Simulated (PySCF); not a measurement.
# Successive ionisation energies of bismuth

Calculated with PySCF 2.14, two-component X2C-1e (Gaussian nucleus, no Breit or QED terms), each ion in its own even-tempered basis; GMP2 freezes the deep shells of the larger ions and drops the highest virtual spinors; eV.

```tsv
ion	configuration	GHF (spin-free)	GHF (screened spin-orbit)	GMP2 (screened spin-orbit)	NIST	kind
Bi⁴⁹⁺	[Ar] 3d10 4s2 4p4	2805.4	2765.1	2766.0	2771 ± 4	theoretical
Bi⁵⁰⁺	[Ar] 3d10 4s2 4p3	2887.8	2828.8	2829.7	2835 ± 4	theoretical
Bi⁵¹⁺	[Ar] 3d10 4s2 4p2	2950.4	3069.8	3071.5	3078 ± 4	theoretical
Bi⁵²⁺	[Ar] 3d10 4s2 4p1	3011.6	3140.8	3141.5	3151 ± 4	theoretical
Bi⁵³⁺	[Ar] 3d10 4s2	3309.3	3308.6	3311.5	3329 ± 5	theoretical
Bi⁵⁴⁺	[Ar] 3d10 4s1	3382.3	3381.6	3382.9	3401.8 ± 2.4	semi-empirical
Bi⁵⁵⁺	[Ar] 3d10	5648.7	5600.8	5602.2	5599 ± 5	theoretical
Bi⁵⁶⁺	[Ar] 3d9	5788.7	5743.3	5744.7	5740 ± 5	theoretical
Bi⁵⁷⁺	[Ar] 3d8	5940.2	5894.7	5895.8	5892 ± 6	theoretical
Bi⁵⁸⁺	[Ar] 3d7	6093.4	6056.5	6056.6	6054 ± 6	theoretical
Bi⁵⁹⁺	[Ar] 3d6	6238.0	6210.7	6210.4	6208 ± 7	theoretical
Bi⁶⁰⁺	[Ar] 3d5	6439.8	6361.1	6360.9	6358 ± 10	theoretical
```

(1) Where is the largest relative jump?

## Answers

(1) From Bi⁵⁴⁺ to Bi⁵⁵⁺: 3382.9 to 5602.2 eV, where the electron removed from [Ar] 3d10 comes from a deeper shell or subshell.
